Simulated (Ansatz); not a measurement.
CH₄AlNOS, relaxed with RKS PBE0-D4/def2-TZVP in the Gaussian-basis code of Ansatz from a PBE-D4/def2-SVP geometry. The force threshold is 0.005 eV/Å; the program also tests the step.

Total charge 0; spin multiplicity 1. The bonds changed during the relaxation, so this is another structure than the one it started from.

Start:

```xyz
9

N    -0.395    0.292   -2.142
C     0.077    0.224   -0.970
O    -0.807   -0.250    0.047
S     1.613    0.566   -0.179
Al    0.397   -0.199    1.650
H     0.293    0.638   -2.822
H    -1.686   -0.481   -0.326
H    -0.162    0.915    2.645
H     0.668   -1.706    2.097
```

```json
{"step": "1", "energy (eV)": "-22062.9233", "largest force (eV/Å)": "0.947", "largest move (Å)": "0.000"}
{"step": "2", "energy (eV)": "-22062.9627", "largest force (eV/Å)": "0.269", "largest move (Å)": "0.029"}
{"step": "3", "energy (eV)": "-22062.9688", "largest force (eV/Å)": "0.067", "largest move (Å)": "0.011"}
{"step": "4", "energy (eV)": "-22062.9691", "largest force (eV/Å)": "0.028", "largest move (Å)": "0.004"}
{"step": "5", "energy (eV)": "-22062.9692", "largest force (eV/Å)": "0.054", "largest move (Å)": "0.005"}
{"step": "6", "energy (eV)": "-22062.9692", "largest force (eV/Å)": "0.007", "largest move (Å)": "0.003"}
{"step": "7 (rejected)", "energy (eV)": "-22062.9692", "largest force (eV/Å)": "0.012", "largest move (Å)": "0.001"}
{"step": "8", "energy (eV)": "-22062.9692", "largest force (eV/Å)": "0.002", "largest move (Å)": "0.000"}
```

End:

```xyz
9

N    -0.389    0.289   -2.114
C     0.078    0.222   -0.956
O    -0.793   -0.245    0.048
S     1.596    0.561   -0.182
Al    0.388   -0.196    1.621
H     0.288    0.630   -2.786
H    -1.661   -0.477   -0.312
H    -0.165    0.905    2.612
H     0.657   -1.688    2.070
```

Hardware: 4 threads of an Arm Neoverse V2 on a shared host. Wall time 23 s, peak host memory 0.5 GiB.
